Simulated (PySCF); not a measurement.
**How methods differ on the excitation energy of Cl²⁺**

Cl²⁺ [Ne] 3s2 3p3 (4S) → Cl²⁺ [Ne] 3s1 3p3 3d1 (6D), as a difference of total energies. Calculation: PySCF 2.14, in aug-cc-pVDZ-DK (5s4p2d, 27 functions); the spin-free X2C one-electron Hamiltonian (Gaussian nucleus). Correlated levels: valence: [Ne] frozen. The calculations carry no spin-orbit coupling.

```
           method  excitation energy (eV)
              UHF                  26.515
    MP2 (valence)                  28.048
SCS-MP2 (valence)                  28.273
   CCSD (valence)                  28.428
CCSD(T) (valence)                  28.452
  CCSDT (valence)                  28.457
```

Q: How much does correlation contribute at CCSD(T) (valence)?

A: 28.452 − (26.515) = 1.937 eV, measured against UHF.

The promoted electron is Rydberg-like, and one or two diffuse shells describe it only roughly, which tends to raise the upper state.
